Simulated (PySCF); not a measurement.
**Name the molecule from its bond curve**

A diatomic of charge -1 contains Rb. Its doublet curve at PBE0 in a double-zeta basis (scalar-relativistic core potentials, PySCF), in eV from the separated fragments:

| R (Å) | E (eV) |
| --- | --- |
| 2.590 | -0.817 |
| 2.710 | -1.055 |
| 2.830 | -1.178 |
| 2.921 | -1.219 |
| 3.011 | -1.230 |
| 3.101 | -1.219 |
| 3.222 | -1.183 |
| 3.372 | -1.116 |
| 3.553 | -1.021 |
| 3.794 | -0.889 |

The fit gives ωe = 171 cm⁻¹ and the rotational constant Bₑ = 0.07528 cm⁻¹.

Which atom is the partner?

The minimum lies at 3.007 Å, so the reduced mass is 16.8576 u Å² cm⁻¹/(Bₑ·Re²) = 24.77 u. With Rb at 84.91 u the partner weighs about 35.0 u: Cl. The molecule is RbCl⁻.

Spin–orbit coupling is left out. The highest Kohn–Sham level is positive in this anion. Much of that is self-interaction error, but it also means that the finite basis helps to hold the extra electron. The state is the lowest determinant that a PBE0 search found; another state may lie lower at other levels.
